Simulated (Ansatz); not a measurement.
Total energies of C₄H₁₃NSi (`CCN([SiH3])CC`).

```xyz
19

C    -1.279    1.296   -1.530
C    -1.032    0.077   -0.666
N    -0.003    0.284    0.335
Si    1.392    1.249    0.036
C     0.032   -0.734    1.369
C     0.531   -2.098    0.914
H    -0.396    1.565   -2.119
H    -1.556    2.160   -0.923
H    -2.088    1.096   -2.236
H    -1.962   -0.186   -0.144
H    -0.796   -0.778   -1.319
H     2.232    1.149    1.258
H     1.046    2.674   -0.210
H     2.213    0.808   -1.135
H    -0.981   -0.837    1.783
H     0.662   -0.375    2.187
H     0.523   -2.807    1.745
H     1.555   -2.031    0.536
H    -0.093   -2.512    0.119
```

Charge 0, multiplicity 1. Geometry: relaxed with PBE0-D4/def2-TZVP. It is one conformer, not always the lowest. Basis def2-TZVPP, Ansatz.

RPA on PBE orbitals: Hartree–Fock energy of these orbitals -502.45165 Eh, correlation -1.80017 Eh (frozen core).

```csv
functional,energy without D4 (Eh),D4 term (kJ/mol)
BLYP,-504.45563,-93.3
ωB97X-V,-504.48653,–
```

Give the same for LDA (SPW92), PBE, revPBE, r2SCAN, B97M-V, PBE0, B3LYP, r2SCANh, r2SCAN0, HSE06 (plane-wave form), BHLYP, CAM-B3LYP, LC-ωPBE, ωB97M-V, B2PLYP, PBE-QIDH. (Estimate.)

The calculation gave: 
```json
{"functional": "LDA (SPW92)", "energy without D4 (Eh)": "-501.44139", "D4 term (kJ/mol)": "–"}
{"functional": "PBE", "energy without D4 (Eh)": "-504.13150", "D4 term (kJ/mol)": "-42.7"}
{"functional": "revPBE", "energy without D4 (Eh)": "-504.45012", "D4 term (kJ/mol)": "-136.4"}
{"functional": "r2SCAN", "energy without D4 (Eh)": "-504.42677", "D4 term (kJ/mol)": "-11.5"}
{"functional": "B97M-V", "energy without D4 (Eh)": "-504.51140", "D4 term (kJ/mol)": "–"}
{"functional": "PBE0", "energy without D4 (Eh)": "-504.20088", "D4 term (kJ/mol)": "-36.3"}
{"functional": "B3LYP", "energy without D4 (Eh)": "-504.62315", "D4 term (kJ/mol)": "-67.7"}
{"functional": "r2SCANh", "energy without D4 (Eh)": "-504.41830", "D4 term (kJ/mol)": "-12.0"}
{"functional": "r2SCAN0", "energy without D4 (Eh)": "-504.40692", "D4 term (kJ/mol)": "-13.2"}
{"functional": "HSE06 (plane-wave form)", "energy without D4 (Eh)": "-504.18069", "D4 term (kJ/mol)": "-33.7"}
{"functional": "BHLYP", "energy without D4 (Eh)": "-504.45320", "D4 term (kJ/mol)": "-48.6"}
{"functional": "CAM-B3LYP", "energy without D4 (Eh)": "-504.47603", "D4 term (kJ/mol)": "-36.5"}
{"functional": "LC-ωPBE", "energy without D4 (Eh)": "-504.37374", "D4 term (kJ/mol)": "–"}
{"functional": "ωB97M-V", "energy without D4 (Eh)": "-504.44244", "D4 term (kJ/mol)": "–"}
{"functional": "B2PLYP", "energy without D4 (Eh)": "-504.26532", "D4 term (kJ/mol)": "–"}
{"functional": "PBE-QIDH", "energy without D4 (Eh)": "-504.09286", "D4 term (kJ/mol)": "–"}
```

B3LYP takes the VWN-RPA correlation (the form of Gaussian; ORCA's B3LYP/G). HSE06 is the plane-wave form, built on full-range PBE exchange. The double hybrids freeze the cores in their second-order part.

LC-ωPBE has ω = 0.4 bohr⁻¹.
